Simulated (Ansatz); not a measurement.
`OCOCO` and `BOCO` differ in one atom or group.

Ansatz, PBE0-D4/def2-TZVP geometries, multiplicity 1. Each molecule was computed in one conformer, which needn't be the lowest.

| property | `OCOCO` |
| --- | --- |
| HOMO energy (ωB97M-V/def2-TZVPP) / eV | -10.57 |
| size of the dipole moment (PBE/def2-TZVPP) / D | 1.64 |
| LUMO energy (PBE/def2-TZVPP) / eV | -0.14 |
| HOMO energy (PBE/def2-TZVPP) / eV | -6.46 |
| size of the dipole moment (ωB97M-V/def2-TZVPP) / D | 1.71 |
| HOMO–LUMO gap (B3LYP/def2-TZVPP) / eV | 8.26 |

(1) Give the same properties after the change, and the shifts. (An estimate is asked.)

Answers

(1) Ansatz gave: 
```
                                          property  `BOCO`  shift
             HOMO energy (ωB97M-V/def2-TZVPP) / eV  -11.04  -0.47
    size of the dipole moment (PBE/def2-TZVPP) / D    1.55  -0.09
                 LUMO energy (PBE/def2-TZVPP) / eV   -1.46  -1.32
                 HOMO energy (PBE/def2-TZVPP) / eV   -7.12  -0.66
size of the dipole moment (ωB97M-V/def2-TZVPP) / D    1.47  -0.24
             HOMO–LUMO gap (B3LYP/def2-TZVPP) / eV    7.74  -0.52
```

With PBE0 the HOMO falls by 0.54 eV and the LUMO falls by 1.22 eV, so the gap narrows by about 0.68 eV. PBE moves the HOMO by -0.66 eV and ωB97M-V by -0.47 eV. Dipoles are sizes alone; their direction can turn.

B3LYP here is the variant with VWN-RPA as its local correlation; programs differ in this.
